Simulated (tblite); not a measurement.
A tight-binding relaxation on ReOCl4 (`[O]=[Re]([Cl])([Cl])([Cl])[Cl]`) [radical].

Computed with GFN2-xTB geometry optimisation, gas phase (tblite 0.8.0). Start geometry: from a force field or distance geometry. The input is one job of a driver script: a line of settings, then coordinates in Å.

Input:
```
{"job": {"kind": "relax", "xc": "GFN2-xTB", "basis": "xTB"}, "charge": 0, "multiplicity": 2}
O     -1.251300    -1.562800    -0.798100
Re    -0.033800    -0.281200    -0.311700
Cl     2.139200    -1.183100    -0.701400
Cl    -0.902600    -0.653400     2.168800
Cl    -1.456100     1.851000    -1.010000
Cl     1.507700     1.831500     0.630900
```

**Question.** What does the run print?

**Answer.** 
```
step      E/eV     max force
  0    -694.53098    4.406
  1    -695.02320    3.027
  2    -695.10485   14.867
  3    -695.98873    1.953
  4    -696.45286    1.570
  5    -696.63387    2.394
  6    -696.82012    0.986
  7    -696.86831    0.752
  8    -696.93840    0.915
  9    -696.97738    0.810
... (32 lines left out)
 42    -697.40898    0.130
 43    -697.40978    0.117
 44    -697.41049    0.057
 45    -697.41084    0.074
 46    -697.41097    0.021
 47    -697.41101    0.018
 48    -697.41103    0.014
 49    -697.41104    0.010
 50    -697.41106    0.011
 51    -697.41107    0.010
```

«max force» is the largest atomic force in eV/Å.

**Question.** From which step on does the largest force stay under 0.1 eV/Å, and how much energy is left to gain from there?

**Answer.** From step 44 (0.057 eV/Å), 0.6 meV above the end.

Summary of the converged run: energy lowered by 66.4 kcal/mol over 51 steps; largest atomic force 0.010 eV/Å at the end.

**Question.** Give the final coordinates.

**Answer.** 0.835 Å rms from the input after alignment:
```
atom  x, y, z in Å
O1    -0.5953   -0.8766   -1.5362
Re2   -0.0639   -0.0942   -0.1674
Cl3    1.7164   -1.4959    0.1454
Cl4   -0.6808   -0.5694    1.8858
Cl5   -1.7379    1.4642   -0.2069
Cl6    1.3647    1.5739   -0.1423
```

Time: 0.48 s wall. Hardware: an Arm Neoverse V1 with one thread, no GPU, shared host with 32 logical CPUs at a one-minute load of 15.
Labels such as C1 count atoms from 1, the log's own numbers from 0.
